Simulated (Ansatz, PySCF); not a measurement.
Zr(Cl)(OH)(Me)2 (C2H7ClOZr), SMILES [OH][Zr]([CH3])([CH3])[Cl], multiplicity 1. Atoms are numbered in the order given.

```xyz
12

Zr    -0.0912    -0.1894     0.2142
Cl     1.3492     1.1642    -1.1186
O      0.6868    -1.2375     1.6128
H      1.2369    -1.6892     2.2571
C     -1.2269    -1.5756    -1.0955
H     -1.7552    -1.0022    -1.8807
H     -1.9844    -2.1315    -0.5122
H     -0.5794    -2.3170    -1.5979
C     -1.6591     1.0823     1.1370
H     -1.2504     1.8035     1.8678
H     -2.4075     0.4597     1.6616
H     -2.1854     1.6586     0.3525
```

Coordinates come from a B3LYP-D3(BJ)/def2-SVP optimisation. The multiplicity is an assumed one; other spin states were not compared. The def2 effective core potentials stand for the cores of Zr; spin–orbit coupling is left out. Other conformers were not sampled.

Two levels are set side by side: PBE-D3(BJ)/def2-SVP (Ansatz, a first-principles code) and B3LYP-D3(BJ)/def2-SVP (Ansatz). Each level has its own optimised geometry; the coordinates shown are those of the second. Frequencies come from the Hessian of PySCF at each geometry. Differences are taken from unrounded values.

| quantity | B3LYP-D3(BJ) |
|---|---|
| mean bond length (Å) | 1.485 |
| bond Zr1–Cl2 (Å) | 2.384 |
| bond Zr1–O3 (Å) | 1.913 |
| bond Zr1–C5 (Å) | 2.220 |
| bond Zr1–C9 (Å) | 2.220 |
| bond O3–H4 (Å) | 0.960 |
| bond C5–H6 (Å) | 1.107 |
| bond C5–H7 (Å) | 1.106 |
| bond C5–H8 (Å) | 1.105 |
| bond C9–H10 (Å) | 1.105 |
| bond C9–H11 (Å) | 1.106 |
| bond C9–H12 (Å) | 1.107 |
| highest harmonic wavenumber (cm⁻¹) | 3953 |
| mean harmonic wavenumber (cm⁻¹) | 1190 |
| zero-point energy (kcal/mol) | 51.06 |

Task: What does PBE-D3(BJ) give, and how far is it from B3LYP-D3(BJ)? (An estimate is asked for; the answer gives what the named calculation found.)

Result: 
```
quantity                            PBE-D3(BJ)  PBE-D3(BJ) minus B3LYP-D3(BJ)
----------------------------------  ----------  -----------------------------
mean bond length (Å)                     1.488                          0.004
bond Zr1–Cl2 (Å)                         2.380                         -0.004
bond Zr1–O3 (Å)                          1.915                          0.002
bond Zr1–C5 (Å)                          2.216                         -0.004
bond Zr1–C9 (Å)                          2.216                         -0.004
bond O3–H4 (Å)                           0.968                          0.008
bond C5–H6 (Å)                           1.114                          0.007
bond C5–H7 (Å)                           1.113                          0.007
bond C5–H8 (Å)                           1.112                          0.007
bond C9–H10 (Å)                          1.112                          0.007
bond C9–H11 (Å)                          1.113                          0.007
bond C9–H12 (Å)                          1.114                          0.007
highest harmonic wavenumber (cm⁻¹)        3853                           -100
mean harmonic wavenumber (cm⁻¹)           1160                            -30
zero-point energy (kcal/mol)             49.75                          -1.30
```
